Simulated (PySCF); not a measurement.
Compound: C6H15OP.
SMILES: `CCP(=O)(CC)CC`

Torsions of this conformer, `[CH3:1][CH2:2][P:3](=[O:4])([CH2:5][CH3:6])[CH2:7][CH3:8]`: C1–C2–P3–O4 -54°, C2–P3–C5–C6 -178°, C2–P3–C7–C8 57°.

The closed-shell ground state was solved at several levels (PySCF, density fitting, gas phase, non-relativistic). Geometry: PBE0-D3(BJ)/def2-SVP, one conformer, isolated molecule.

| level | basis functions | total energy (Eh) | HOMO (eV) | LUMO (eV) | gap (eV) | dipole (D) |
| --- | --- | --- | --- | --- | --- | --- |
| B3LYP/pcSseg-1 | 218 | -654.2641 | -6.91 | 0.54 | 7.45 | 4.15 |
| CAM-B3LYP/pcSseg-1 | 218 | -654.0741 | -8.55 | 1.69 | 10.24 | 4.25 |
| PBE/pcSseg-1 | 218 | -653.6589 | -5.71 | 0.03 | 5.74 | 3.93 |
| HF/pcSseg-1 | 218 | -651.5015 | -10.73 | 3.71 | 14.44 | 4.68 |
| BP86/pcSseg-1 | 218 | -654.2694 | -5.83 | 0.10 | 5.93 | 3.97 |

(1) What might mPW1PW91/pcSseg-1 (218 basis functions) give for the same quantities?

(2) Over all these levels, which gives the widest orbital gap and which the narrowest?

(3) In the pcSseg-1 basis, how does the gap go with the fixed share of exact exchange?

(4) How far do the dipole and the HOMO energy spread over the levels?

## Answers

(1) Total energy -654.1807 Eh, HOMO -7.21 eV, LUMO 0.88 eV, gap 8.09 eV, dipole 4.21 D.

(2) HF/pcSseg-1 (Hartree–Fock, all exact exchange) has the widest, 14.44 eV, and PBE/pcSseg-1 (GGA) the narrowest, 5.74 eV. From the narrowest to the widest the HOMO moves by -5.02 eV and the LUMO by +3.68 eV.

(3) PBE (0 %) 5.74 eV; BP86 (0 %) 5.93 eV; B3LYP (20 %) 7.45 eV; mPW1PW91 (25 %) 8.09 eV; HF (100 %) 14.44 eV. Each rise in the share widens the gap here.

(4) The dipole runs from 3.93 to 4.68 D (mean 4.20 D) and the HOMO from -10.73 to -5.71 eV.
